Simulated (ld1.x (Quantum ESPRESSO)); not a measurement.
## Transferability test, PAW potential for Co (Z = 27)

ld1.x (Quantum ESPRESSO) 7.5 input, shortened:

```
&input
   title='Co', zed=27., rel=2, dft='PBE', iswitch=3,
   config='[Ar] 3d7 4s2 4p0 4f-2', rel_dist='average'
 /
 &inputp
   pseudotype=3, lpaw=.true., tm=.true., lloc=-1, rcloc=2.20,
   nlcc=.true., new_core_ps=.true., rcore=0.80,
   which_augfun='GAUSS', rmatch_augfun=1.40
 /
8
4S  1  0   2.00   0.00  1.60  2.20  0.0
4S  1  0   0.00   2.25  1.60  2.20  0.0
4P  2  1   0.00   0.00  3.25  3.70  0.0
4P  2  1   0.00   2.70  3.25  3.70  0.0
3D  3  2   7.00   0.00  1.30  1.60  0.0
3D  3  2   0.00   0.05  1.30  1.60  0.0
4F  4  3  -2.00   0.35  2.70  3.00  0.0
4F  4  3  -2.00   2.25  2.70  3.00  0.0
 &test
   configts(1)='3d7 4s2 4p0'
 /
```

Open shells are filled in proportion to 2j + 1 (rel_dist='average').

Energies are relative to the spin-unpolarised reference configuration 3d7 4s2 4p0; without spin polarisation the order of configurations can differ from experiment.

| valence configuration | charge | ΔE all-electron (eV) | error AE − PS (meV) |
| --- | --- | --- | --- |
| 3d7 4s1 4p0 | +1 | 9.030 | -1.7 |
| 3d6 4s0 4p0 | +3 | 61.685 | -254 |
| 3d7 4s0 4p1 | +1 | 14.398 | -1.9 |
| 3d5 4s0 4p0 | +4 | 117.036 | -1513 |
| 3d7 4s1 4p1 | 0 | 4.350 | -0.9 |

What are ΔE and the potential's error for 3d6 4s2 4p0?

ΔE = 15.182 eV all-electron; the error (AE − PS) is -156 meV.

What are ΔE and the potential's error for 3d7 4s0 4p0?

ΔE = 25.816 eV all-electron; the error (AE − PS) is -8.2 meV.

The ghost test of this file was not conclusive.
